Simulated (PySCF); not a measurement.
Gas-phase equilibrium of 1 mol NO, 6.8 mol O2 at 800 K and 10.0 bar, among 8 species (O2, N2, O, NO, O3, N, N2O, NO2). Only gases are allowed; each row takes one source of thermochemistry for all species, and Cantera finds the minimum.

Computed with PySCF and rigid-rotor harmonic-oscillator thermochemistry at 1 bar. 'Table' is the NASA 1993 thermochemical table (part measured, part estimated). † marks an energy on the PBE0/def2-TZVP geometry and frequencies; other levels use their own. MP2 and CCSD(T) freeze the core. 6-31G* has spherical d functions here. Open shells (unrestricted) among the columns below: O2 (multiplicity 3), O (multiplicity 3, electronic degeneracy 9), NO (multiplicity 2, electronic degeneracy 4), NO2 (multiplicity 2); the rest are closed-shell singlets. Spin-orbit splitting is ignored; it lowers the true energy and changes the entropy of O, NO. MP2 isn't extrapolated to the basis-set limit. CCSD(T) isn't extrapolated to the basis-set limit. The harmonic model lacks anharmonicity and excited electronic states, which grow with temperature; levels with a mode under 35 cm⁻¹ are left out.

Molecules larger than those listed are left out. Table species left out: NO3.

With table thermochemistry: O2 0.94, N2 0.064, O <1e-12, NO2 2.5e-6, NO 1.2e-6, N2O 1.2e-10.

Task: How far does the composition move with the other sources (CCSD(T)/def2-TZVPP†, HF/6-31G*, HF/def2-TZVP†, M06-2X/def2-TZVP†, MP2/def2-SVP†, PBE/def2-TZVP†)?

Result: 
```tsv
thermochemistry	x O2	x N2	x O	x NO2	x NO	x N2O
table	0.94	0.064	<1e-12	2.5e-6	1.2e-6	1.2e-10
CCSD(T)/def2-TZVPP†	0.94	0.064	<1e-12	5.4e-7	1.3e-6	2.8e-11
HF/6-31G*	0.88	0.062	0.060	<1e-12	3.4e-6	<1e-12
HF/def2-TZVP†	0.92	0.064	0.018	<1e-12	2.2e-6	<1e-12
M06-2X/def2-TZVP†	0.94	0.064	<1e-12	2.3e-7	7.4e-7	4.8e-11
MP2/def2-SVP†	0.94	0.064	<1e-12	2.7e-6	2.2e-7	9.8e-10
PBE/def2-TZVP†	0.93	0.063	<1e-12	0.0034	1.6e-6	4.8e-7
```
The most sensitive of these is O: it spans a factor of 10^10.8 over these rows; at this temperature one factor of ten is RT ln 10 = 15 kJ/mol.
